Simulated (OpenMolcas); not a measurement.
Ag2+ among 6 point charges of -1.7 e arranged as a tetragonal octahedron (D4h), 2.22 Å from the ion, with the axial distance 2.353 Å.
```
   2.2200    0.0000    0.0000  -1.70
   0.0000    2.2200    0.0000  -1.70
  -2.2200    0.0000    0.0000  -1.70
   0.0000   -2.2200    0.0000  -1.70
   0.0000    0.0000    2.3532  -1.70
   0.0000    0.0000   -2.3532  -1.70
```

```json
{
 "Program": "OpenMolcas 26.06",
 "Method": "CASSCF",
 "Basis": "ANO-RCC-VDZP [6s5p3d1f]",
 "Scalar Hamiltonian": "DKH2, point nucleus",
 "Active space": "9 electrons in 5 orbitals (4d)",
 "State averaging": "2S+1 = 2 even, 5 roots",
 "Spin-orbit coupling": "RASSI with atomic mean-field integrals over the reference wave functions"
}
```

Q: What is the spin-free ground state (labels of D4, the rotations of D4h)?

A: 2B1, 1-fold in its orbital part, 100 % from free-ion D terms; it has the highest spin that d9 allows.

Q: Where is the first state of the same spin?

A: 2A1 at 2100 cm-1 above the ground state.

Q: What are the lowest two levels with spin-orbit coupling?

A: A 2-fold level E3/2 with g = 2.15, 2.15, 4.10, then a 2-fold level E1/2 1941 cm-1 above it. Their leading multiplicities are 2 (100 %) and 2 (100 %).

Q: What is χT at 300 K, and how does it compare with the textbook value?

A: The lowest level has 2S+1 = 2, for which the spin-only value is χT = S(S+1) / 2 = 0.375 cm3 K/mol (g = 2). The computed 0.882 at 300 K differs by +0.507, through orbital momentum, spin-orbit coupling and any other state in reach.

Point charges carry no covalency, so the field is a model and not that of real ligands. No measured value stands beside these numbers.
